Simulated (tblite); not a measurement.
Compound: C6H8NO2 (doublet state).
Cartesian coordinates in Å at the GFN2-xTB level; atoms count from 1:
```
atom  x, y, z in Å
N1    -3.3546    0.9963   -0.6411
C2    -2.3940    0.4591    0.0431
O3    -2.5991    0.2666    1.2547
C4    -1.1085    0.1097   -0.6661
C5    -0.1143   -0.5499    0.2957
C6     1.1440   -0.9021   -0.4127
C7     2.3832   -0.4681   -0.1617
C8     2.7620    0.4713    0.8855
O9     3.8912    0.8262    1.1084
H10   -4.2072    1.2275   -0.1474
H11   -1.3490   -0.5523   -1.4998
H12   -0.6926    1.0297   -1.0821
H13    0.0575    0.1118    1.1436
H14   -0.5686   -1.4681    0.6804
H15    1.0077   -1.5937   -1.2371
H16    3.2115   -0.8186   -0.7637
H17    1.9237    0.8668    1.4894
```

Computed values, GFN2-xTB/tblite, gas phase, harmonic and unscaled. Errors from tens to a few hundred cm⁻¹ against measured bands are possible. One conformer, not necessarily the lowest. Open shells enter through the occupations alone, without spin polarisation, and single modes of such species can be off by tens of per cent. The optimisation stopped once no atom felt more than 0.01 eV/Å.

Lowest wavenumbers of the output (negative numbers stand for imaginary wavenumbers):
```
mode    cm-1
  1     -33.8
  2      13.9
  3      54.0
  4     110.2
  5     127.9
  6     226.9
  7     232.5
  8     368.3
  9     412.0
 10     455.8
 11     478.8
 12     546.3
 13     614.3
 14     622.5
 15     762.6
```

Problem. Is this structure a minimum?

Solution. Not by this Hessian. 1 mode is imaginary beyond 20i (34i cm⁻¹), so at this level the point lies at or near a first-order saddle. The curvature is small, so loose convergence or finite differences may be the whole cause.

Problem. Which atoms move in the imaginary mode?

Solution. 34i: O3 (oxygen bonded to C) 39 %, N1 (nitrogen bonded to C and H) 16 %, C5 (carbon bonded to 2 C and 2 H) 10 %. These are shares of the mass-weighted motion.

Problem. What is the remedy?

Solution. Step along that mode in both directions, optimise again with tighter thresholds and repeat the frequencies. The zero-point energy of this point (80.3 kcal/mol) counts the 44 real modes alone, and thermal corrections from it aren't those of a minimum.

On one thread of an Intel Xeon at 2.50 GHz, shared host, this took 2.1 s of wall time. This covers the Hessian and the dipole derivatives.
